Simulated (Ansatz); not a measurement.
Born–Oppenheimer molecular dynamics of ClH₅OW (8 atoms, charge 0, multiplicity 1). It starts from a relaxed structure.

All numbers below come from RKS PBE0/def2-SVP (Ansatz 0.2.0).

```json
{
 "ensemble": "NVE (velocity Verlet)",
 "time step": "2.5 fs",
 "steps asked": "40",
 "starting velocities drawn for": "400 K",
 "seed": "744502"
}
```

First frame:

```xyz
8
Properties=species:S:1:pos:R:3
W 0.065 0.314 0.437
Cl -0.008 -0.531 2.578
H 1.458 -0.132 -0.384
O -0.215 2.039 -0.231
H -0.491 2.399 -1.082
H -1.378 -0.196 -0.206
H -0.005 -1.309 0.024
H -0.060 -0.086 -1.176
```

(1) How far do the bonds stretch over the last three quarters of this one trajectory? (Pairs bonded in most of those frames.)

Answers

(1) 
| bond | mean (Å) | spread (Å) | shortest | longest |
| --- | --- | --- | --- | --- |
| W1–Cl2 | 2.303 | 0.013 | 2.28 | 2.32 |
| W1–H3 | 1.675 | 0.015 | 1.65 | 1.70 |
| W1–O4 | 1.874 | 0.010 | 1.86 | 1.89 |
| W1–H6 | 1.679 | 0.040 | 1.61 | 1.74 |
| W1–H7 | 1.680 | 0.031 | 1.62 | 1.73 |
| W1–H8 | 1.672 | 0.041 | 1.61 | 1.74 |
| O4–H5 | 0.965 | 0.011 | 0.95 | 0.98 |

Mean temperature of the second half: 208 K. The conserved energy stayed within 3.3 meV per atom of its start (net change 2.1 meV per atom), so the integration is sound. Over the second half the temperature averaged 0.52 of the 400 K drawn at the start: a run that starts near a minimum puts about half its kinetic energy into the potential. A step of 2.5 fs is long for free X–H stretches (periods near 10 fs) and can bias their spread and the temperature. A run of 0.1 ps of so small a system gives no equilibrium averages.

The run took 100 s on 1 thread of Intel(R) Xeon(R) 6975P-C (Granite Rapids), on a shared host, peak memory 0.19 GiB.
